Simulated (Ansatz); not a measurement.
```yaml
crystal:
  periodic: [false, false, false]
  atoms:
    - {symbol: N, position_ang: [-0.958970, 1.704045, -1.657763]}
    - {symbol: Al, position_ang: [0.463760, 0.824863, -1.200977]}
    - {symbol: O, position_ang: [0.437080, -0.364677, 0.148271]}
    - {symbol: Si, position_ang: [0.654095, -1.226605, 1.386216]}
    - {symbol: H, position_ang: [-1.092506, 2.363127, -2.526789]}
    - {symbol: H, position_ang: [-1.838668, 1.601063, -1.088215]}
    - {symbol: H, position_ang: [0.511168, -0.566943, 2.492060]}
    - {symbol: H, position_ang: [1.917862, -1.888436, 1.340423]}
    - {symbol: H, position_ang: [-0.325240, -2.447708, 1.344732]}
basis:
  gaussian: {orbitals: def2-SVP}
magnetization: {spin_polarized: true, initial_magnetization: 1}
hamiltonian: {xc: {name: HF}}
correlation: {method: mp2, frozen_orbitals: {N: 0}}
output: {forces: true}
```

```sh
$ ansatz run in.yaml --threads 4 --pin off --events-out ev --progress --plain --max-ram 10444MiB
```

Output, abridged:

```
Functional definition: HF
Error: "frozen_orbitals" has no count for Al
```

In this input frozen orbitals are typed for one element alone, and the program wants a count for each. The program refused the input.
